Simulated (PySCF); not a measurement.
Spinor energies of W⁺ (tungsten, charge +1)

Start: [Xe] 4f14 5d4 6s1; 5d3/2 filled at m_j = -3/2, -1/2, +1/2, +3/2; 6s1/2 filled at m_j = +1/2. Calculated with PySCF 2.14 in x2c-SVPall-2c with one added diffuse shell each of s, d type (8s9p10d2f, 99 functions): generalised Hartree-Fock with the X2C-1e Hamiltonian and a Gaussian nucleus; one run each with spin-orbit coupling (SO) switched off, then screened by Boettger's factors.

```
spinor shell  electrons  ε, spin-free (eV)  ε, screened SO (eV)  weight of nominal j (screened SO)  rms radius, screened SO (bohr)
       1s1/2          2           -69904.2             -69882.7                              1.000                          0.0208
       2s1/2          2           -12213.7             -12206.8                              1.000                          0.0838
       2p1/2          2           -10686.7             -11653.4                              1.000                          0.0713
       2p3/2          4           -10686.7             -10294.1                              1.000                          0.0787
       3s1/2          2            -2881.3              -2878.9                              1.000                           0.214
       3p1/2          2            -2421.3              -2632.6                              1.000                           0.206
       3p3/2          4            -2421.3              -2333.6                              1.000                           0.221
       3d3/2          4            -1885.9              -1923.2                              1.000                           0.195
       3d5/2          6            -1885.9              -1858.7                              1.000                           0.199
       4s1/2          2            -633.07              -632.19                              1.000                           0.478
       4p1/2          2            -479.39              -528.67                              1.000                           0.487
       4p3/2          4            -479.39              -458.62                              1.000                           0.519
       4d3/2          4            -280.68              -288.22                              0.999                           0.544
       4d5/2          6            -280.68              -274.78                              0.999                           0.556
       5s1/2          2            -101.48              -101.24                              1.000                            1.15
       5p1/2          2            -60.443              -68.950                              0.924                            1.32
       4f5/2          6            -57.781              -58.670                              0.981                           0.673
       5p3/2          4            -60.443              -56.428                              0.938                            1.34
       4f7/2          8            -57.781              -56.304                              0.979                           0.679
       5d3/2          4            -17.861              -17.875                              0.622                            2.09
       6s1/2          1            -15.385              -15.302                              0.998                            3.21
```

```
   quantity     spin-free   screened SO
E (hartree)  -16129.59190  -16148.50908
        M_J           1/2           1/2
       ⟨J²⟩         4.756         3.884
       ⟨L²⟩         6.003         5.838
       ⟨S²⟩         8.753         8.485
```

The determinant has a definite M_J but mixes levels of different J.

Each row is a mean over spinors that exchange with the open shell spreads, by up to 4.401 eV (5p3/2).

Rows whose weight is well below 1 are mixtures of j = l ± 1/2: exchange outweighs spin-orbit coupling there, and the label is only the starting occupation.

Breit and QED terms are absent; they matter most for the inner s and p1/2 levels.

Densities and radii are taken from the X2C orbitals without a picture-change correction, which distorts them close to the nucleus.

Without spin-orbit coupling the j labels of p, d and f shells carry no meaning; the spin-free column gives the mean over the occupied spinors of each nl shell, and its ⟨J²⟩ belongs to a mixture of degenerate components.
